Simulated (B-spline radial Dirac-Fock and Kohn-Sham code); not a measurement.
## Er: eigenvalues, ΔSCF and the reference

System: atomic erbium in the configuration [Xe] 4f12 5d2 (an excited configuration).

The density-functional columns are spherical, spin-unpolarised Dirac-Kohn-Sham results without Breit or QED terms: −ε is minus the orbital energy of the initial state and ΔSCF the difference of two total energies. The reference in the last column comes from ΔSCF Dirac-Fock with Breit, self-energy and vacuum polarisation, finite nucleus, configuration average. All numbers are from a radial finite-basis atomic code, in eV; a selection of levels is shown. For the 1s level of heavy atoms much of the gap between ΔSCF and the reference is the Breit and QED part, -263.5 eV here; for other levels the error of the functional can be larger.

| level | PBE −ε | PBE ΔSCF | Dirac-Fock |
| --- | --- | --- | --- |
| K | 57293.6 | 57784.9 | 57479.6 |
| L1 | 9619.5 | 9703.5 | 9754.6 |
| L2 | 9163.4 | 9272.6 | 9261.0 |
| L3 | 8246.5 | 8342.3 | 8354.6 |
| M1 | 2154.9 | 2175.3 | 2220.2 |
| M2 | 1954.5 | 1976.8 | 2005.2 |
| M3 | 1762.0 | 1782.0 | 1811.9 |
| M4 | 1418.9 | 1444.0 | 1449.0 |
| M5 | 1376.8 | 1401.1 | 1407.7 |
| N1 | 424.6 | 431.6 | 454.3 |
| N2 | 344.5 | 351.4 | 367.7 |
| N3 | 301.2 | 307.8 | 324.5 |
| N4 | 169.2 | 175.6 | 181.5 |
| N5 | 161.3 | 167.7 | 173.7 |
| N6,7 | 2.54 | 7.75 | 2.61 |
| O1 | 51.03 | 55.09 | 56.91 |
| O2 | 29.54 | 33.31 | 31.74 |
| O3 | 24.25 | 27.84 | 26.58 |
| O4,5 | 0.89 | 3.01 | 1.97 |

Values without a named source are computed, but for edge energies of neutral atoms, which are taken from tables.
